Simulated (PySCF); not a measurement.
## From computed data to an observable: oscillator strength and radiative lifetime

CH2FNO2Si, SMILES N#CO[Si@@H](O)F.

Geometry optimised at B3LYP-D3(BJ)/def2-SVP. The structure was generated by enumeration; whether it is a known compound was not checked. The values are those of a single conformer.

TDDFT-PBE/def2-SVPD (PySCF 2.14.0) puts the first singlet state with f over 0.02 at 7.14 eV (vertical), with the transition dipole (-0.318, -0.189, -0.035) in atomic units.

Task: Find the oscillator strength, the wavelength and the radiative lifetime that this transition would have in vacuum if emission retraced absorption.

Result: 
|μ|² = 0.1381 au, so |μ| = 0.94 D. ΔE = 7.14/27.211 = 0.2624 hartree. f = (2/3) ΔE |μ|² = 0.024 (the program prints 0.024).
λ = 1239.84/7.14 = 174 nm; ν = 57588 cm⁻¹.
Einstein's coefficient A = 0.6670 ν² f s⁻¹ (ν in cm⁻¹) = 5.3e7 s⁻¹, so τ = 1/A = 19 ns. This state is S5; the lower singlets have f = 0.003, 0.002, 0.004, 0.004. The figure is the radiative limit of this one transition; relaxation, internal conversion, crossing to triplets and a medium change what is measured.
